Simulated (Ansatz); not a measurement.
Input for Ansatz (a first-principles code): R-B3LYP/def2-TZVPP on CH5B (SMILES BC).

Ansatz 0.2 input:
```yaml
crystal:
  periodic: [false, false, false]
  atoms:
    - {symbol: B, position_ang: [-0.45293244, -0.73666519, 0.09970172]}
    - {symbol: H, position_ang: [-0.03982379, -1.62163418, 0.78716580]}
    - {symbol: H, position_ang: [-1.54273867, -0.85479263, -0.37443331]}
    - {symbol: C, position_ang: [0.36833818, 0.56331920, -0.10468703]}
    - {symbol: H, position_ang: [0.05342247, 1.21250890, 0.73133044]}
    - {symbol: H, position_ang: [0.13547332, 1.11859011, -1.01456482]}
    - {symbol: H, position_ang: [1.44829981, 0.44873854, 0.00011545]}
basis:
  gaussian:
    orbitals: def2-TZVPP
hamiltonian:
  xc: {name: B3LYP}
accuracy: high
relax: {f_tol: 0.0005, max_steps: 60}
scf: {lower_state_search: off}
output: {forces: true}
```

Program output:

```
WARN ansatz: RAYON_NUM_THREADS=1 ignored (pool sized by the plan → 1); use --threads N
Functional definition: B3LYP
these checks for a lower state are left out or cut short: stability, starts, cluster_reference, orbital_swaps, neighbouring_geometries, increment
integrals: 0.26 GiB planned
2494 factors; integrals over basis functions are off by at most 1.9e-9 eV
mean field: 0.59 GiB planned
mean field evaluation 1: about -1789.1522 eV, gradient 5.1e1 eV
mean field evaluation 2: about -1786.7308 eV, gradient 5.6e1 eV
mean field evaluation 4: about -1795.2961 eV, gradient 7.3e-1 eV
mean field evaluation 8: about -1795.2996 eV, gradient 3.1e-3 eV
mean field evaluation 16: about -1795.2996 eV, gradient 3.9e-8 eV
mean field -1795.29960232 eV, -65.9760434877 hartree, gradient 3.9e-8 eV, S^2 0.000000; 0 other end points of the search recorded, 0 dependent functions left out
the calculation of the forces begins
reference -1795.29963986 eV, -65.9760448671 hartree; 8, 8 occupied and 124, 124 virtual orbitals, 2494 factors
relax step   1: F+E_penalty+E_count = -1795.29960232 eV  Δ(F+E_penalty+E_count) = +0.000e0 eV  max|allowed force component| = 2.289e-2 eV/Å  Δτ_max = 0.0000 Å  (15 SCF iters, accepted)
these checks for a lower state are left out or cut short: stability, starts, cluster_reference, orbital_swaps, neighbouring_geometries, increment
integrals: 0.26 GiB planned
2494 factors; integrals over basis functions are off by at most 1.9e-9 eV
mean field: 0.59 GiB planned
mean field -1795.29965248 eV, -65.9760453308 hartree, gradient 3.8e-8 eV, S^2 0.000000; 0 other end points of the search recorded, 0 dependent functions left out
the calculation of the forces begins
reference -1795.29969001 eV, -65.9760467102 hartree; 8, 8 occupied and 124, 124 virtual orbitals, 2494 factors
relax step   2: F+E_penalty+E_count = -1795.29965248 eV  Δ(F+E_penalty+E_count) = -5.015e-5 eV  max|allowed force component| = 1.298e-2 eV/Å  Δτ_max = 0.0015 Å  (16 SCF iters, accepted)
these checks for a lower state are left out or cut short: stability, starts, cluster_reference, orbital_swaps, neighbouring_geometries, increment
integrals: 0.26 GiB planned
2494 factors; integrals over basis functions are off by at most 1.9e-9 eV
mean field: 0.59 GiB planned
mean field evaluation 32: about -1795.2997 eV, gradient 1.9e-8 eV
mean field -1795.29966255 eV, -65.9760457010 hartree, gradient 1.9e-8 eV, S^2 0.000000; 0 other end points of the search recorded, 0 dependent functions left out
the calculation of the forces begins
reference -1795.29970009 eV, -65.9760470803 hartree; 8, 8 occupied and 124, 124 virtual orbitals, 2494 factors
relax step   3: F+E_penalty+E_count = -1795.29966255 eV  Δ(F+E_penalty+E_count) = -1.007e-5 eV  max|allowed force component| = 2.858e-3 eV/Å  Δτ_max = 0.0010 Å  (16 SCF iters, accepted)
these checks for a lower state are left out or cut short: stability, starts, cluster_reference, orbital_swaps, neighbouring_geometries, increment
integrals: 0.26 GiB planned
2494 factors; integrals over basis functions are off by at most 1.9e-9 eV
mean field: 0.59 GiB planned
mean field -1795.29966363 eV, -65.9760457407 hartree, gradient 1.5e-8 eV, S^2 0.000000; 0 other end points of the search recorded, 0 dependent functions left out
the calculation of the forces begins
reference -1795.29970117 eV, -65.9760471200 hartree; 8, 8 occupied and 124, 124 virtual orbitals, 2494 factors
relax step   4: F+E_penalty+E_count = -1795.29966363 eV  Δ(F+E_penalty+E_count) = -1.081e-6 eV  max|allowed force component| = 1.369e-3 eV/Å  Δτ_max = 0.0002 Å  (15 SCF iters, accepted)
these checks for a lower state are left out or cut short: stability, starts, cluster_reference, orbital_swaps, neighbouring_geometries, increment
integrals: 0.26 GiB planned
2494 factors; integrals over basis functions are off by at most 1.9e-9 eV
mean field: 0.59 GiB planned
mean field -1795.29966384 eV, -65.9760457482 hartree, gradient 1.1e-8 eV, S^2 0.000000; 0 other end points of the search recorded, 0 dependent functions left out
the calculation of the forces begins
reference -1795.29970137 eV, -65.9760471275 hartree; 8, 8 occupied and 124, 124 virtual orbitals, 2494 factors
relax step   5: F+E_penalty+E_count = -1795.29966384 eV  Δ(F+E_penalty+E_count) = -2.043e-7 eV  max|allowed force component| = 1.916e-3 eV/Å  Δτ_max = 0.0003 Å  (15 SCF iters, accepted)
these checks for a lower state are left out or cut short: stability, starts, cluster_reference, orbital_swaps, neighbouring_geometries, increment
integrals: 0.26 GiB planned
2494 factors; integrals over basis functions are off by at most 1.9e-9 eV
mean field: 0.59 GiB planned
mean field -1795.29966397 eV, -65.9760457530 hartree, gradient 1.3e-8 eV, S^2 0.000000; 0 other end points of the search recorded, 0 dependent functions left out
the calculation of the forces begins
reference -1795.29970150 eV, -65.9760471323 hartree; 8, 8 occupied and 124, 124 virtual orbitals, 2494 factors
relax step   6: F+E_penalty+E_count = -1795.29966397 eV  Δ(F+E_penalty+E_count) = -1.293e-7 eV  max|allowed force component| = 1.715e-4 eV/Å  Δτ_max = 0.0001 Å  (15 SCF iters, accepted)
Total energy: -1795.29970150 eV, -65.9760471323 hartree
Atom 0 at    -0.453365    -0.736866     0.100129 Å, force    -0.000013    -0.000030    -0.000004 eV/Å
Atom 1 at    -0.040826    -1.622011     0.786054 Å, force    -0.000001    -0.000035     0.000017 eV/Å
Atom 2 at    -1.541944    -0.856087    -0.374156 Å, force    -0.000034    -0.000019    -0.000008 eV/Å
Atom 3 at     0.368096     0.563500    -0.104254 Å, force     0.000109     0.000171    -0.000027 eV/Å
Atom 4 at     0.054851     1.213961     0.730441 Å, force     0.000013    -0.000028    -0.000035 eV/Å
Atom 5 at     0.135781     1.118413    -1.013685 Å, force    -0.000049    -0.000024     0.000019 eV/Å
Atom 6 at     1.447447     0.449153     0.000099 Å, force    -0.000025    -0.000036     0.000037 eV/Å
Dipole moment:     0.065204     0.124082    -0.002449 e Å
Checks for a lower state left out: stability, starts, cluster_reference, orbital_swaps, neighbouring_geometries, increment
```

The run converged.

Cost: about 100 core-seconds (a rough figure).
